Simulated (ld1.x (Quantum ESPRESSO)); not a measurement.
# cadmium, TM: configuration errors across variants

* Element: cadmium (Cd)
* Generator: ld1.x (Quantum ESPRESSO) 7.5
* Type: norm-conserving Troullier–Martins (Kleinman–Bylander form)
* Functional: PBE
* Relativity: scalar-relativistic
* Frozen core: [Ar] 3d10 4s2
* Valence charge: 18
* Reference configuration: 4p6 4d10 5s1.75 5p0.25
* Partial waves: 5s (bound): rc 1.65 bohr; 4p (bound): rc 1.45 bohr; 4d (bound): rc 1.35 bohr
* Local potential: all-electron potential smoothed inside 1.20 bohr (lloc = -1)
* Core correction: none

Occupied shells without a wave of their own: 5p. They enter only through the test configuration that unscreens the potential.

All-electron excitation energies from the reference (eV): (1) 4p6 4d10 5s2 5p0 -1.129; (2) 4p6 4d10 5s1 5p0 8.143; (3) 4p6 4d10 5s0 5p0 25.269; (4) 4p5 4d10 5s2 5p0 73.071; (5) 4p6 4d8 5s0 5p0 117.340; (6) 4p6 4d10 5s0 5p2 8.541; (7) 4p6 4d10 5s0 5p1 13.921.

On the changes marked as counting shells twice: ld1.x takes every shell without a wave as core, so the model core holds the marked electrons as well and exchange and correlation see them twice. This cancels in the reference configuration, but the file is broken for other ones, and its errors say nothing about a proper core correction.

4 further variants failed, have other tests or another functional or relativity, and are left out.

A true bound ghost makes a file unfit for plane-wave use even where its test errors are small: the radial tests pick states by their node count and pass the ghost by.

Errors AE − PS in meV (a dash: test not solved or not reliable):

| change | (1) | (2) | (3) | (4) | (5) | (6) | (7) | bound ghosts |
| --- | --- | --- | --- | --- | --- | --- | --- | --- |
| base | -9.8 | -24 | -44 | -93 | -41 | +102 | +60 | s |
| local potential the d channel | -7.6 | -19 | -36 | -122 | -27 | +78 | +45 | s |
| wave 4p (bound): rc 1.45 bohr becomes 4p (bound): rc 1.16 bohr | -4.1 | -11 | -23 | -51 | +3.1 | +40 | +21 | s |
| local potential all-electron potential smoothed inside 1.10 bohr (lloc = -1) | -13 | -30 | -56 | -63 | -63 | +136 | +80 | s |
| wave 5s (bound): rc 1.65 bohr becomes 5s (bound): rc 1.72 bohr | -9.8 | -24 | -50 | -103 | -16 | +98 | +55 | s |
| all radii scaled by about 0.86 (s 1.42, p 1.24, d 1.16 bohr); local potential all-electron potential smoothed inside 1.04 bohr (lloc = -1) | -8.2 | -14 | +12 | +8.8 | -44 | +152 | +111 | s |
| core correction a·sin(br)/r model core inside 1.50 bohr (5p counted twice) | -11 | -45 | -123 | -106 | -220 | +96 | +47 | s |
| all radii scaled by about 1.37 (s 2.26, p 1.98, d 1.84 bohr); local potential all-electron potential smoothed inside 1.64 bohr (lloc = -1) | -2.9 | -10 | -32 | -256 | +73 | +14 | +0.2 | s |

Q: Give the same row for: wave 4d (bound): rc 1.35 bohr becomes 4d (bound): rc 1.80 bohr.

A: -9.8, -23, -43, -135, -42, +103, +60; bound ghosts: s.
